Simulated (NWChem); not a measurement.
System: C₄H₃FOS; SMILES c1(sccc1O)F

```xyz
10

O     -0.6680     2.2252     0.0000
C     -0.5017     0.8877     0.0000
C     -1.5979    -0.0258     0.0000
C     -1.1951    -1.3316     0.0000
S      0.5198    -1.4985     0.0000
C      0.6932     0.2199     0.0000
F      1.8914     0.7993     0.0000
H      0.2003     2.6452     0.0000
H     -2.6382     0.2999     0.0000
H     -1.8178    -2.2246     0.0000
```
Atoms are numbered in this order, from 1.

Program: NWChem. All runs use the structure optimised with PBE0/def2-SVP. Level: PBE0/def2-SVP with SMD (1 M gas to 1 M solution), gas-phase geometry.

Question: What does the run give for solvent toluene? Quantities: solvation free energy (kcal/mol); cavity-dispersion-structure term (kcal/mol); dipole in solution (D).

Answer: 
- solvation free energy (kcal/mol): -4.2
- cavity-dispersion-structure term (kcal/mol): -1.9
- dipole in solution (D): 0.43
